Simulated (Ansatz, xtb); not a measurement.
# A geometry optimisation of AlClH6O2Si2 with r2SCAN-D4/def2-SVP

The starting geometry of this gas-phase singlet was built from a drawn formula by distance geometry and a force field; its bonds are those of `O[SiH](O)[Al]([SiH3])[Cl]`.

```xyz
12

Al    0.0162   -0.7044   -1.6164
Cl   -1.4991   -1.2646   -3.1296
O    -1.6501    1.3793    0.4135
O     1.1607    1.4928    0.6797
Si   -0.1438    1.3129   -0.4534
Si    1.8302   -2.1964   -1.1635
H    -2.3624    1.3297   -0.2905
H    -0.1579    2.4496   -1.4100
H     1.9323    1.4701    0.1383
H     1.3532   -3.4262   -0.6719
H     2.6046   -2.3231   -2.3986
H     2.6642   -1.5309   -0.1552
```

Q: Predict what it relaxes into with r2SCAN-D4/def2-SVP.

A: It keeps its bonds, and is `O[SiH](O)[Al]([SiH3])[Cl]`.

The energy falls by 0.78 eV over 41 steps:

```tsv
step	E − E(last) (eV)
1	0.775
5	0.173
10	0.119
14	0.054
19	0.017
23	0.010
28	0.001
32	0.000
37	0.000
41	0.000
```

Final geometry (Å):

```yaml
atoms:
  - { symbol: Al, position_ang: [0.2132, -0.6198, -1.9528] }
  - { symbol: Cl, position_ang: [-0.6917, -1.0216, -3.8328] }
  - { symbol: O, position_ang: [-1.3063, 0.8185, 0.4908] }
  - { symbol: O, position_ang: [1.0250, 2.2082, -0.1512] }
  - { symbol: Si, position_ang: [-0.3432, 1.4353, -0.7352] }
  - { symbol: Si, position_ang: [1.7563, -2.3300, -1.0970] }
  - { symbol: H, position_ang: [-1.7778, 1.4560, 1.0431] }
  - { symbol: H, position_ang: [-1.0477, 2.5264, -1.4723] }
  - { symbol: H, position_ang: [1.6471, 1.6521, 0.3344] }
  - { symbol: H, position_ang: [0.9950, -3.5186, -0.5909] }
  - { symbol: H, position_ang: [2.7116, -2.8144, -2.1447] }
  - { symbol: H, position_ang: [2.5665, -1.8033, 0.0508] }
```

From the same start GFN2-xTB ends elsewhere, differing in Al1–O3 (1.67 against 3.22 Å here), O3–Si5 (2.99 against 1.68 Å here).

No frequencies were run, so the end isn't proven a minimum. Run with Ansatz 0.2.0, 3.6 min on 2 threads of Arm Neoverse V1, with other jobs on the host.
